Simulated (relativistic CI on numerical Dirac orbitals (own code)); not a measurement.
# Ti⁴⁺ in a cubic cluster: L2,3 absorption with charge transfer

Computed with a charge-transfer multiplet model of a cubic metal-ligand cluster with up to 2 ligand holes, Slater and spin-orbit integrals from Dirac-Coulomb-Breit ions, Slater integrals scaled by 0.8. The ground state mixes d0 with configurations of k ligand holes L, whose averages lie at kΔ + k(k − 1)U_dd/2; a core hole lowers each added d electron by U_cd. 300 K, Lorentzian 0.4 eV and Gaussian 0.3 eV FWHM.

Atomic integrals in eV (Slater integrals scaled, ζ unscaled), ground: F2dd 6.578, F4dd 4.090, zeta_d 0.013; with the core hole: F2dd 6.578, F4dd 4.090, zeta_d 0.032, zeta_core 3.741, F2cd 5.066, G1cd 3.785, G3cd 2.149. Where a configuration has fewer than two d electrons, the dd integrals are those of d2.

Cluster parameters (eV): Δ = 4.4, U_cd = 5.7, 10Dq = 1.4, 10Dq(ligand) = 0.5, V(eg) = 2.85, V(t2g) = -1.2, final-state hopping factor = 0.9.

```
         Case   n_d    d0   d1L  d2L2     S
U_dd = 2.7 eV  0.61  0.48  0.43  0.09  0.00
U_dd = 4.8 eV  0.57  0.51  0.42  0.07  0.00
U_dd = 6.2 eV  0.54  0.52  0.42  0.06  0.00
```

Weights, n_d and S are thermal averages at 300 K. Photon energies count from the first peak over 30 % of the highest in each spectrum, which can be another peak from case to case. The parameters are a model scan and need not match a compound or its usual spin state. Peaks in eV (height, largest 100):
- U_dd = 2.7 eV: -1.0 (6), 0.0 (39), 2.3 (84), 5.3 (47), 7.6 (100), 11.3 (10), 16.7 (7)
- U_dd = 4.8 eV: -2.3 (24), 0.0 (71), 3.3 (29), 5.4 (100)
- U_dd = 6.2 eV: -2.2 (24), 0.0 (81), 3.0 (38), 5.5 (100)

A d0 ion has no d-d gap: its lowest excitations are ligand-to-metal charge transfer. With the core hole the configuration with one ligand hole lies at Δ + U_dd − U_cd = 1.4, 3.5, 4.9 eV from the one without, in the order of the table; where this is negative the screened configuration lies lower, though the effective hopping of about 5.5 eV (from the holes of the mixed ground state) mixes the two strongly wherever it is as large as the gap.
